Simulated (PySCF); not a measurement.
C$_{3}$H$_{10}$OSeSi (SMILES CC(C)[Se]O[SiH3]), singlet, geometry from GFN2-xTB, with bond 5-2 at 1.8 times its length; CASSCF(6,8)/STO-3G (PySCF).

Input for PySCF:
```python
from pyscf import gto, scf, mcscf
import numpy

mol = gto.M(
    atom='''
Se    0.14292043   -0.04679531    0.97089339
C    -0.76303110   -1.24222462   -0.33910612
C    -1.56325169   -2.27162819    0.44110015
C     0.26163487   -1.87306417   -1.26132415
H    -1.96877147   -0.06509527   -1.36124805
H    -2.10150190   -2.92143864   -0.24713188
H    -0.90177525   -2.88769181    1.04922061
H    -2.28545006   -1.78862617    1.09754762
H     0.87541957   -1.10425278   -1.72641230
H    -0.23612878   -2.44048697   -2.04670204
H     0.91161344   -2.54515810   -0.70411933
O     0.92447545    1.07800888   -0.23459426
Si    0.33363914    2.27415164   -1.17112136
H    -0.61930514    1.73707773   -2.15046707
H     1.58998178    2.69312048   -1.77693866
H    -0.33812551    3.29606866   -0.36997558
''',
    basis='sto-3g',
    verbose=4,
)

mf = scf.RHF(mol)
mf.kernel()
mc = mcscf.CASSCF(mf, 8, 6)
mc.fix_spin_(ss=0.0)
mc.kernel()
occ = numpy.linalg.eigvalsh(mc.fcisolver.make_rdm1(mc.ci, mc.ncas, mc.nelecas))[::-1]
ss = mc.fcisolver.spin_square(mc.ci, mc.ncas, mc.nelecas)[0]
print('natural occupations', occ.round(4), ' <S^2>', round(ss, 4))
```

Predict the main parts of the log of this PySCF run.


```
PySCF version 2.14.0

[INPUT] verbose = 4
[INPUT] num. atoms = 16
[INPUT] num. electrons = 84
[INPUT] charge = 0
[INPUT] spin (= nelec alpha-beta = 2S) = 0
[INPUT] symmetry False subgroup None
[INPUT] Mole.unit = angstrom
[INPUT] Symbol           X                Y                Z      unit          X                Y                Z       unit  Magmom
[...]
nuclear repulsion = 553.098973687901
number of shells = 35
number of NR pGTOs = 171
number of NR cGTOs = 57
basis = sto-3g
ecp = {}

******** <class 'pyscf.scf.hf.RHF'> ********
method = RHF
initial guess = minao
damping factor = 0
level_shift factor = 0
DIIS = <class 'pyscf.scf.diis.CDIIS'>
diis_start_cycle = 1
diis_space = 8
diis_damp = 0
SCF conv_tol = 1e-09
SCF conv_tol_grad = None
SCF max_cycles = 50
direct_scf = True
direct_scf_tol = 1e-13
Set gradient conv threshold to 3.16228e-05
Initial guess from minao.
init E= -2847.60836540441
[...]
cycle= 1 E= -2850.65332261815  delta_E= -3.04  |g|= 0.585  |ddm|= 4.68
[...]
cycle= 2 E= -2850.80614816181  delta_E= -0.153  |g|= 0.251  |ddm|= 1.37
[...]
cycle= 3 E= -2850.82768768696  delta_E= -0.0215  |g|= 0.0657  |ddm|= 0.425
[...]
cycle= 4 E= -2850.82991536565  delta_E= -0.00223  |g|= 0.0209  |ddm|= 0.141
[...]
cycle= 5 E= -2850.83014123847  delta_E= -0.000226  |g|= 0.00524  |ddm|= 0.0414
[...]
cycle= 6 E= -2850.83016449865  delta_E= -2.33e-05  |g|= 0.00141  |ddm|= 0.0153
[...]
cycle= 7 E= -2850.83016709352  delta_E= -2.59e-06  |g|= 0.000306  |ddm|= 0.00623
[...]
cycle= 8 E= -2850.83016720325  delta_E= -1.1e-07  |g|= 7e-05  |ddm|= 0.0013
[...]
cycle= 9 E= -2850.83016720831  delta_E= -5.06e-09  |g|= 1.94e-05  |ddm|= 0.000263
[...]
cycle= 10 E= -2850.83016720874  delta_E= -4.31e-10  |g|= 6.39e-06  |ddm|= 7.14e-05
[...]
Extra cycle  E= -2850.83016720873  delta_E= 1.36e-11  |g|= 3.56e-06  |ddm|= 1.85e-05
converged SCF energy = -2850.83016720873

******** <class 'pyscf.mcscf.mc1step.CASSCF'> ********
CAS (3e+3e, 8o), ncore = 39, nvir = 10
max_cycle_macro = 50
max_cycle_micro = 4
conv_tol = 1e-07
conv_tol_grad = None
orbital rotation max_stepsize = 0.02
orbital rotation threshold for CI restart = 0.01
augmented hessian ah_max_cycle = 30
augmented hessian ah_conv_tol = 1e-12
augmented hessian ah_linear dependence = 1e-14
augmented hessian ah_level shift = 1e-08
augmented hessian ah_start_tol = 2.5
augmented hessian ah_start_cycle = 3
augmented hessian ah_grad_trust_region = 3
kf_trust_region = 3
kf_interval = 4
ci_response_space = 4
ci_grad_trust_region = 3
[...]
CASCI E = -2850.89814938816  S^2 = 0.0000000
[...]
               |grad[o]|=0.0111  |grad[c]|=0.0135  |ddm|=0.0152  |maxRot[o]|=0.0136
macro iter  41 ( 21 JK    4 micro), CASSCF E = -2850.96451427965  dE = -1.76070631e-03  S^2 = 0.0000000
               |grad[o]|=0.0113  |grad[c]|=0.00342  |ddm|=0.00384  |maxRot[o]|=0.0446
macro iter  42 ( 21 JK    4 micro), CASSCF E = -2850.96457925749  dE = -6.49778403e-05  S^2 = 0.0000000
               |grad[o]|=0.00755  |grad[c]|=0.00652  |ddm|=0.00568  |maxRot[o]|=0.00473
macro iter  43 ( 21 JK    4 micro), CASSCF E = -2850.96458420808  dE = -4.95059567e-06  S^2 = 0.0000000
               |grad[o]|=0.00742  |grad[c]|=0.00967  |ddm|=0.0097  |maxRot[o]|=0.0197
macro iter  44 (  7 JK    2 micro), CASSCF E = -2850.96583358125  dE = -1.24937317e-03  S^2 = 0.0000000
               |grad[o]|=0.00748  |grad[c]|=0.00705  |ddm|=0.0116  |maxRot[o]|=0.0596
macro iter  45 ( 13 JK    4 micro), CASSCF E = -2850.96576622411  dE =  6.73571385e-05  S^2 = 0.0000000
               |grad[o]|=0.00277  |grad[c]|=0.00425  |ddm|=0.00428  |maxRot[o]|=0.00731
macro iter  46 ( 16 JK    4 micro), CASSCF E = -2850.96586406661  dE = -9.78424932e-05  S^2 = 0.0000000
               |grad[o]|=0.00326  |grad[c]|=0.00186  |ddm|=0.00281  |maxRot[o]|=0.00868
macro iter  47 ( 10 JK    4 micro), CASSCF E = -2850.96595212738  dE = -8.80607718e-05  S^2 = 0.0000000
               |grad[o]|=0.00252  |grad[c]|=0.00154  |ddm|=0.00206  |maxRot[o]|=0.0105
macro iter  48 ( 10 JK    4 micro), CASSCF E = -2850.96600736646  dE = -5.52390838e-05  S^2 = 0.0000000
               |grad[o]|=0.00171  |grad[c]|=0.000671  |ddm|=0.00146  |maxRot[o]|=0.0109
macro iter  49 (  7 JK    3 micro), CASSCF E = -2850.96602517853  dE = -1.78120672e-05  S^2 = 0.0000000
               |grad[o]|=0.000851  |grad[c]|=0.000348  |ddm|=0.000795  |maxRot[o]|=0.00901
macro iter  50 (  3 JK    1 micro), CASSCF E = -2850.96602570808  dE = -5.29549652e-07  S^2 = 0.0000000
               |grad[o]|=0.000148  |grad[c]|=0.000162  |ddm|=0.000135  |maxRot[o]|=0.00176
1-step CASSCF not converged,  50 macro (969 JK 194 micro) steps
CASSCF canonicalization
Density matrix diagonal elements [1.89708735e+00 1.85932972e+00 1.86719953e+00 2.75526456e-01
 5.62303104e-02 4.24435439e-02 1.24893681e-03 9.34154423e-04]
CASSCF energy = -2850.96602570808
CASCI E = -2850.96602570808  E(CI) = -7.12576232103402  S^2 = 0.0000000
natural occupations [1.9602e+00 1.9459e+00 1.7198e+00 2.7980e-01 5.3600e-02 3.9600e-02
 6.0000e-04 4.0000e-04]  <S^2> 0.0
```

Convergence was not reached.
